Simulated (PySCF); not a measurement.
A structure optimised at PBE0-D3(BJ)/def2-SVP, used in a PySCF frequency run:

```xyz
12

C      0.8281    -2.2132     0.0000
C      0.0671    -1.1152     0.0000
C     -1.4485    -1.0846     0.0000
C     -1.9325     0.3320     0.0000
C     -1.0038     1.2917     0.0000
Se     0.7799     0.6601     0.0000
H      1.9192    -2.1697     0.0000
H      0.3654    -3.2044     0.0000
H     -1.8339    -1.6285    -0.8814
H     -1.8339    -1.6285     0.8814
H     -3.0023     0.5570     0.0000
H     -1.1920     2.3666     0.0000
```

Problem. Write its SMILES, formula and point group.

Solution. C=C1CC=C[Se]1, C5H6Se, Cs

Problem. What are its rotational constants (standard atomic weights)?

Solution. 3.2525, 2.8887, 1.5446 GHz
